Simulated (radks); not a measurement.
The numbers below are computed, except where a source is named.
Species: Ca XII. Configuration: [He] 2s2 2p5 (the NIST ground configuration).

Code: a radial shooting solver on a logarithmic mesh with Libxc functionals. Model: Dirac Kohn-Sham, exchange-only PBE, spin-unpolarised, spherical densities, finite nucleus; open shells fill j = l - 1/2 first; Fermi nuclear charge, rms radius 3.4776 fm.

Energy parts (eV):
| part | energy |
|---|---|
| total | -16905.924 |
| kinetic | 17066.213 |
| electron-nucleus | -37252.401 |
| Hartree | 4023.265 |
| exchange | -742.999 |

Orbitals (lengths in bohr, moments of r in powers of bohr):
[
 {"orbital": "1s1/2", "occ.": "2", "eigenvalue (eV)": "-4279.520", "<1/r>": "19.76", "<r^4>": "0.0001611", "small-component weight": "5.12e-03"},
 {"orbital": "2s1/2", "occ.": "2", "eigenvalue (eV)": "-700.5466", "<1/r>": "4.197", "<r^4>": "0.03701", "small-component weight": "9.19e-04"},
 {"orbital": "2p1/2", "occ.": "2", "eigenvalue (eV)": "-629.8942", "<1/r>": "4.132", "<r^4>": "0.02834", "small-component weight": "8.98e-04"},
 {"orbital": "2p3/2", "occ.": "3", "eigenvalue (eV)": "-625.8404", "<1/r>": "4.090", "<r^4>": "0.02903", "small-component weight": "8.91e-04"},
 {"orbital": "3s1/2", "occ.": "0", "eigenvalue (eV)": "-254.0850", "<1/r>": "1.598", "<r^4>": "1.279", "small-component weight": "2.99e-04"},
 {"orbital": "3p1/2", "occ.": "0", "eigenvalue (eV)": "-233.4315", "<1/r>": "1.546", "<r^4>": "1.317", "small-component weight": "2.84e-04"},
 {"orbital": "3p3/2", "occ.": "0", "eigenvalue (eV)": "-232.5742", "<1/r>": "1.536", "<r^4>": "1.336", "small-component weight": "2.83e-04"}
]

The highest occupied level is 2p3/2 at -625.84 eV. The density falls to 0.001 e/bohr^3 at r = 1.13 bohr. For comparison, the ionisation energy in NIST's Atomic Spectra Database is 658 eV (semi-empirical). In exact Kohn-Sham theory the highest level is minus the ionisation energy, but local and semilocal functionals leave it too shallow, through self-interaction and a potential that decays too fast; potentials with the right tail come closer.

Beside tabulated values, note that spin-unpolarised runs miss the spin-polarisation part of the exchange energy of open shells.
